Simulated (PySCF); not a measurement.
Species: GeH7NSSi.
Atom-mapped SMILES: `[NH2:1][GeH2:2][S:3][SiH3:4]` (hydrogens: H5, H6 on N1; H7, H8 on Ge2; H9, H10, H11 on Si4)

Computed, not measured: core-valence-separated Tamm–Dancoff BHandHLYP/aug-pcX-1 (pcseg-1 on H, def2-SVPD on Ge, def2-SVPD on Si, def2-SVPD on S) in PySCF, non-relativistic, gas phase, PBE0-D3(BJ)/def2-SVP geometry. The energies are unshifted.

(1) Give energies, oscillator strengths and core holes at the N K edge.

## Answers

(1) 
```json
{"E (eV)": "398.93", "f": "0.0084", "core hole on": "N1", "main final orbital": "LUMO (72 %)"}
{"E (eV)": "399.94", "f": "0.0360", "core hole on": "N1", "main final orbital": "spread"}
{"E (eV)": "400.17", "f": "0.0291", "core hole on": "N1", "main final orbital": "spread"}
{"E (eV)": "400.56", "f": "0.0154", "core hole on": "N1", "main final orbital": "LUMO+1 (35 %)"}
{"E (eV)": "401.36", "f": "0.0061", "core hole on": "N1", "main final orbital": "LUMO+2 (41 %)"}
{"E (eV)": "401.48", "f": "0.0003", "core hole on": "N1", "main final orbital": "LUMO+3 (50 %)"}
{"E (eV)": "401.65", "f": "0.0085", "core hole on": "N1", "main final orbital": "LUMO+10 (33 %)"}
```

The first line with a tenth or more of the strongest one's intensity is at 398.93 eV (f = 0.008), with the hole on N1 (nitrogen bonded to Ge and 2 H). The strongest listed is at 399.94 eV (f = 0.036; N1).

Roots within 0.03 eV whose holes lie on the same, on equivalent or on shared atoms are summed into one line, and the highest roots are left out, as the search may have cut off their partners. Final orbitals are the ground state's empty Kohn–Sham orbitals.

Q: What are the wavelength and the wavenumber of the 400.56 eV line?

A: λ = 12398.42 eV Å/400.56 eV = 30.953 Å; 3.2307 × 10⁶ cm⁻¹.

The list ends where the root search ended, not at a threshold. The BHandHLYP/aug-pcX-1 (pcseg-1 on H, def2-SVPD on Ge, def2-SVPD on Si, def2-SVPD on S) calculation is non-relativistic and has no spin–orbit coupling, an omission that weighs most on germanium.

Shape of the structure used: `[NH2:1][GeH2:2][S:3][SiH3:4]`: N1–Ge2–S3–Si4 -35°, H–N1–Ge2–S3 -77°, H–N1–Ge2–S3 150°.

One conformer stands for the species.
